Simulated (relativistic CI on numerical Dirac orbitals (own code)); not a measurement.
Computed by Dirac-Coulomb-Breit CI, orbitals from a KLI potential per configuration, QED by a radiative potential, unscaled Slater integrals (own radial code, finite nucleus).

The strongest absorption lines from the ground level of an ion, among the configurations computed and to levels below about 376 eV (vacuum wavelength in nm, gf): 3.3020 (0.049), 3.3024 (0.025), 3.6684 (0.11), 3.6694 (0.058), 4.8311 (0.43), 4.8350 (0.22), 54.707 (0.16), 56.485 (0.075).

**Question.** Which ion is it?
A. Al XIII
B. Al XI
C. Al IX
D. F VII

**Answer.** B. Al XI has 3 electrons and the ground level 2s ²S1/2; the strongest line goes to 3p ²P°3/2. The pattern of lines fixes the number of electrons, and along that sequence the line energies rise steadily with the charge (about as its square where n changes within one kind of shell, about linearly where n is kept but much faster in heavy ions where fine structure, which grows about as Z⁴, sets the gap, and irregularly where shells cross), which fixes Z. Configurations outside the model, such as inner-shell arrays, can give stronger lines. At this charge energies of transitions that change n are usually good to better than 1 %, and those within a shell (Δn = 0) to a few per cent.
